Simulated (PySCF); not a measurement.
H₅B₃N₃ (SMILES [B]1NBNBN1), doublet, at a GFN2-xTB geometry; M06/6-31G (PySCF).

Input for PySCF:
```python
from pyscf import gto, scf, dft

mol = gto.M(
    atom='''
B    -0.48911248    1.40989674   -0.13547428
N    -1.38981109    0.33756282    0.08926920
B    -0.95805654   -1.00743956    0.22184004
N     0.43377292   -1.25037705    0.12014634
B     1.38580449   -0.22557016   -0.10336250
N     0.89158792    1.09859602   -0.22726695
H    -2.38025110    0.51939311    0.16047812
H    -1.72369966   -1.88045081    0.40790365
H     0.76291547   -2.19915064    0.21131217
H     2.53551425   -0.45965454   -0.18304741
H     1.56349543    1.83495520   -0.38670294
''',
    basis='6-31g',
    spin=1,
    verbose=4,
)

mf = dft.UKS(mol)
mf.xc = 'm06'
mf.grids.radi_method = dft.radi.delley
mf.kernel()
mf.analyze()
```

Problem. Write the output that PySCF gives for this input, abridged.

Solution. 
```
PySCF version 2.14.0

[INPUT] verbose = 4
[INPUT] num. atoms = 11
[INPUT] num. electrons = 41
[INPUT] charge = 0
[INPUT] spin (= nelec alpha-beta = 2S) = 1
[INPUT] symmetry False subgroup None
[INPUT] Mole.unit = angstrom
[INPUT] Symbol           X                Y                Z      unit          X                Y                Z       unit  Magmom
[INPUT]  1 B     -0.489112480000   1.409896740000  -0.135474280000 AA   -0.924288631307   2.664318702517  -0.256009286123 Bohr   0.0
[INPUT]  2 N     -1.389811090000   0.337562820000   0.089269200000 AA   -2.626362324983   0.637901279636   0.168694339359 Bohr   0.0
[INPUT]  3 B     -0.958056540000  -1.007439560000   0.221840040000 AA   -1.810464472448  -1.903784855452   0.419216919063 Bohr   0.0
[INPUT]  4 N      0.433772920000  -1.250377050000   0.120146340000 AA    0.819712019053  -2.362870176942   0.227043677469 Bohr   0.0
[INPUT]  5 B      1.385804490000  -0.225570160000  -0.103362500000 AA    2.618790948293  -0.426265824274  -0.195326816550 Bohr   0.0
[INPUT]  6 N      0.891587920000   1.098596020000  -0.227266950000 AA    1.684856984771   2.076045599337  -0.429472292665 Bohr   0.0
[INPUT]  7 H     -2.380251100000   0.519393110000   0.160478120000 AA   -4.498022686695   0.981510728886   0.303259695785 Bohr   0.0
[INPUT]  8 H     -1.723699660000  -1.880450810000   0.407903650000 AA   -3.257320278406  -3.553537021617   0.770826183710 Bohr   0.0
[INPUT]  9 H      0.762915470000  -2.199150640000   0.211312170000 AA    1.441701294494  -4.155792416262   0.399322128088 Bohr   0.0
[INPUT] 10 H      2.535514250000  -0.459654540000  -0.183047410000 AA    4.791427517432  -0.868621192513  -0.345909472711 Bohr   0.0
[INPUT] 11 H      1.563495430000   1.834955200000  -0.386702940000 AA    2.954578159709   3.467562778847  -0.730762648164 Bohr   0.0

nuclear repulsion = 190.778435952494
number of shells = 40
number of NR pGTOs = 152
number of NR cGTOs = 64
basis = 6-31g
ecp = {}

******** <class 'pyscf.dft.uks.UKS'> ********
method = UKS
initial guess = minao
damping factor = 0
level_shift factor = 0
DIIS = <class 'pyscf.scf.diis.CDIIS'>
diis_start_cycle = 1
diis_space = 8
diis_damp = 0
SCF conv_tol = 1e-09
SCF conv_tol_grad = None
SCF max_cycles = 50
direct_scf = True
direct_scf_tol = 1e-13
number electrons alpha = 21  beta = 20
XC library pyscf.dft.libxc version 7.1.2
    S. Lehtola, C. Steigemann, M. J. T. Oliveira, and M. A. L. Marques,  SoftwareX 7, 1–5 (2018)
XC functionals = m06
    Y. Zhao and D. G. Truhlar,  Theor. Chem. Acc. 120, 215 (2008)
    Y. Zhao and D. G. Truhlar,  Theor. Chem. Acc. 120, 215 (2008)
radial grids: B. Delley radial grids. Ref. JCP 104, 9848 (1996); DOI:10.1063/1.471749. log2 algorithm
becke partition: Becke, JCP 88, 2547 (1988); DOI:10.1063/1.454033
pruning grids: <function nwchem_prune>
grids dens level: 3
symmetrized grids: False
atomic radii adjust function: <function treutler_atomic_radii_adjust>
small_rho_cutoff = 0
Set gradient conv threshold to 3.16228e-05
tot grids = 140088
init E= -242.688421581297

cycle= 1 E= -241.702813763517  delta_E= 0.986  |g|= 0.382  |ddm|= 2.43
cycle= 2 E= -241.666280902307  delta_E= 0.0365  |g|= 0.491  |ddm|= 0.755
cycle= 3 E= -241.774225982441  delta_E= -0.108  |g|= 0.0333  |ddm|= 0.395
cycle= 4 E= -241.774820480632  delta_E= -0.000594  |g|= 0.00903  |ddm|= 0.0513
cycle= 5 E= -241.77488000113  delta_E= -5.95e-05  |g|= 0.00194  |ddm|= 0.0162
cycle= 6 E= -241.774883192255  delta_E= -3.19e-06  |g|= 0.00129  |ddm|= 0.00372
cycle= 7 E= -241.774884064128  delta_E= -8.72e-07  |g|= 0.000553  |ddm|= 0.00146
cycle= 8 E= -241.774884289005  delta_E= -2.25e-07  |g|= 0.000108  |ddm|= 0.000787
cycle= 9 E= -241.774884301897  delta_E= -1.29e-08  |g|= 4.97e-05  |ddm|= 0.000245
cycle= 10 E= -241.774884304425  delta_E= -2.53e-09  |g|= 9.65e-06  |ddm|= 8.55e-05
cycle= 11 E= -241.774884304602  delta_E= -1.76e-10  |g|= 2.09e-06  |ddm|= 2.86e-05
Extra cycle  E= -241.774884304605  delta_E= -2.96e-12  |g|= 1.77e-06  |ddm|= 5.85e-06
converged SCF energy = -241.774884304605  <S^2> = 0.75292474  2S+1 = 2.0029226
**** SCF Summaries ****
Total Energy =                        -241.774884304604711
Nuclear Repulsion Energy =             190.778435952493908
One-electron Energy =                 -704.264866890460780
Two-electron Energy =                  271.711546633362161
Two-electron Coulomb Energy =          306.599325944463828
DFT Exchange-Correlation Energy =      -34.887779311101653
**** MO energy ****
                             alpha | beta                alpha | beta
MO #1   energy= -14.3798362883474  | -14.3793815057358  occ= 1 | 1
MO #2   energy= -14.3798105340031  | -14.3793549962393  occ= 1 | 1
MO #3   energy= -14.3761185611999  | -14.3762555073587  occ= 1 | 1
MO #4   energy= -6.82024164516154  | -6.80817451268729  occ= 1 | 1
MO #5   energy= -6.80449250707536  | -6.80407336376984  occ= 1 | 1
MO #6   energy= -6.80447956721666  | -6.80406229048799  occ= 1 | 1
MO #7   energy= -0.915092728135384 | -0.913096949521746 occ= 1 | 1
MO #8   energy= -0.859588577351816 | -0.857576974564877 occ= 1 | 1
MO #9   energy= -0.858149918999208 | -0.857084612032213 occ= 1 | 1
MO #10  energy= -0.572900034735739 | -0.57100783091368  occ= 1 | 1
MO #11  energy= -0.540778116558821 | -0.538812635241585 occ= 1 | 1
MO #12  energy= -0.534749584171337 | -0.524607290479488 occ= 1 | 1
MO #13  energy= -0.455663205262984 | -0.451899371382064 occ= 1 | 1
MO #14  energy= -0.449390467121754 | -0.445940650424627 occ= 1 | 1
MO #15  energy= -0.444175083186386 | -0.441643538466093 occ= 1 | 1
MO #16  energy= -0.384415708516183 | -0.38127338135977  occ= 1 | 1
MO #17  energy= -0.379681830870531 | -0.373092727689469 occ= 1 | 1
MO #18  energy= -0.334238046133225 | -0.332439492321178 occ= 1 | 1
MO #19  energy= -0.29634676241852  | -0.296205230469401 occ= 1 | 1
MO #20  energy= -0.295380968905953 | -0.29332516285806  occ= 1 | 1
MO #21  energy= -0.182638719389111 | -0.0388112661163555 occ= 1 | 0
MO #22  energy= 0.0298093397105945 | 0.0342872949853315 occ= 0 | 0
MO #23  energy= 0.0336588560113318 | 0.0502078186445827 occ= 0 | 0
MO #24  energy= 0.0992951305721688 | 0.0994805838457433 occ= 0 | 0
MO #25  energy= 0.127740172321808  | 0.128153533739576  occ= 0 | 0
MO #26  energy= 0.131046217582129  | 0.130267468203296  occ= 0 | 0
MO #27  energy= 0.133536576864857  | 0.140830637864545  occ= 0 | 0
MO #28  energy= 0.187632329366561  | 0.188292630891533  occ= 0 | 0
MO #29  energy= 0.206588968297759  | 0.211123463309983  occ= 0 | 0

To work with the spin densities directly, `use mulliken_meta_spin()` only printing them here.

 ** Mulliken spin pop alpha/beta on meta-lowdin orthogonal AOs **
 ** Mulliken Spin Density (per AO)  **
spin_pop of  0 B 1s        0.00003
spin_pop of  0 B 2s        0.30332
spin_pop of  0 B 3s        0.00386
spin_pop of  0 B 2px       0.07403
spin_pop of  0 B 2py       0.54083
spin_pop of  0 B 2pz       0.04132
spin_pop of  0 B 3px       0.00059
spin_pop of  0 B 3py       0.00005
spin_pop of  0 B 3pz       0.00054
spin_pop of  1 N 1s        0.00000
spin_pop of  1 N 2s       -0.00006
spin_pop of  1 N 3s        0.00004
spin_pop of  1 N 2px      -0.00228
spin_pop of  1 N 2py       0.00999
spin_pop of  1 N 2pz      -0.01556
spin_pop of  1 N 3px       0.00001
spin_pop of  1 N 3py       0.00009
spin_pop of  1 N 3pz      -0.00028
spin_pop of  2 B 1s        0.00000
spin_pop of  2 B 2s        0.00574
spin_pop of  2 B 3s        0.00015
spin_pop of  2 B 2px       0.00222
spin_pop of  2 B 2py       0.01487
spin_pop of  2 B 2pz       0.00114
spin_pop of  2 B 3px       0.00018
spin_pop of  2 B 3py       0.00000
spin_pop of  2 B 3pz       0.00004
spin_pop of  3 N 1s        0.00000
spin_pop of  3 N 2s       -0.00031
spin_pop of  3 N 3s        0.00000
spin_pop of  3 N 2px      -0.00078
spin_pop of  3 N 2py      -0.00055
spin_pop of  3 N 2pz      -0.00668
spin_pop of  3 N 3px       0.00001
spin_pop of  3 N 3py       0.00007
spin_pop of  3 N 3pz      -0.00016
spin_pop of  4 B 1s        0.00000
spin_pop of  4 B 2s        0.00574
spin_pop of  4 B 3s        0.00015
spin_pop of  4 B 2px       0.00250
spin_pop of  4 B 2py       0.01461
spin_pop of  4 B 2pz       0.00112
spin_pop of  4 B 3px       0.00013
spin_pop of  4 B 3py       0.00005
spin_pop of  4 B 3pz       0.00004
spin_pop of  5 N 1s        0.00000
spin_pop of  5 N 2s       -0.00006
spin_pop of  5 N 3s        0.00004
spin_pop of  5 N 2px       0.00130
spin_pop of  5 N 2py       0.00655
spin_pop of  5 N 2pz      -0.01570
spin_pop of  5 N 3px       0.00005
spin_pop of  5 N 3py       0.00006
spin_pop of  5 N 3pz      -0.00028
spin_pop of  6 H 1s        0.00377
spin_pop of  6 H 2s        0.00021
spin_pop of  7 H 1s        0.00105
spin_pop of  7 H 2s        0.00003
spin_pop of  8 H 1s        0.00112
spin_pop of  8 H 2s        0.00002
spin_pop of  9 H 1s        0.00104
spin_pop of  9 H 2s        0.00003
spin_pop of  10 H 1s        0.00376
spin_pop of  10 H 2s        0.00021
 ** Mulliken Spin Density (per atom)  **
spin density of  0 B =      0.96456
spin density of  1 N =     -0.00804
spin density of  2 B =      0.02434
spin density of  3 N =     -0.00839
spin density of  4 B =      0.02433
spin density of  5 N =     -0.00804
spin density of  6 H =      0.00398
spin density of  7 H =      0.00108
spin density of  8 H =      0.00114
spin density of  9 H =      0.00107
spin density of  10 H =      0.00397
 ** Mulliken pop alpha/beta on meta-lowdin orthogonal AOs **
 ** Mulliken pop       alpha | beta **
In total            21.00000 | 20.00000
 ** Mulliken atomic charges   ( Nelec_alpha | Nelec_beta ) **
charge of  0B =      0.06581  (     2.94938      1.98481 )
charge of  1N =     -0.32420  (     3.65808      3.66612 )
charge of  2B =      0.09337  (     2.46549      2.44115 )
charge of  3N =     -0.32605  (     3.65883      3.66722 )
charge of  4B =      0.09331  (     2.46551      2.44118 )
charge of  5N =     -0.32417  (     3.65806      3.66611 )
charge of  6H =      0.24409  (     0.37995      0.37597 )
charge of  7H =     -0.00364  (     0.50236      0.50128 )
charge of  8H =      0.24111  (     0.38002      0.37888 )
charge of  9H =     -0.00368  (     0.50238      0.50130 )
charge of  10H =      0.24407  (     0.37995      0.37598 )
Dipole moment(X, Y, Z, Debye):  0.11822, -0.34132,  0.03281
```
